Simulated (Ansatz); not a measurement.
Molecule: sum formula SiNH2Br3, net charge 0, singlet state. 
Structure (B3LYP-D3(BJ)/def2-TZVP (Ansatz, a quantum-chemistry and plane-wave program) minimum search):
```
Si
N 1 1.6892
H 2 1.0080 1 120.73
H 2 1.0080 3 112.99 1 -153.88
Br 1 2.2154 2 107.85 3 164.41
Br 1 2.2154 2 107.85 3 43.72
Br 1 2.2308 2 115.05 3 -75.93
```

Quantity: vertical triplet-singlet gap (E(triplet) - E(singlet); each state is the SCF solution reached for its spin), in eV. Correlated levels leave the core frozen unless marked. Open shells are spin-unrestricted. No spin-orbit coupling. Frozen are the shells of the preceding noble gas and the d and f shells that filled before the atom's block. No relativistic terms. Basis-set limits of correlation are two-point, X^-3; Hartree-Fock from the larger set.

```tsv
level	program	vertical triplet-singlet gap (eV)
PBE/def2-TZVPD	Ansatz	?
B3LYP/def2-TZVPD	Ansatz	5.50
SCS-MP2/def2-TZVPPD	Ansatz	6.68
CCSD/def2-TZVPPD	Ansatz	6.42
CCSD(T)/CBS(def2-TZVPPD,def2-QZVPPD)	Ansatz	6.41
```

Task: Some entries are withheld; supply them.

Result: 
- PBE/def2-TZVPD, vertical triplet-singlet gap (eV): 5.01
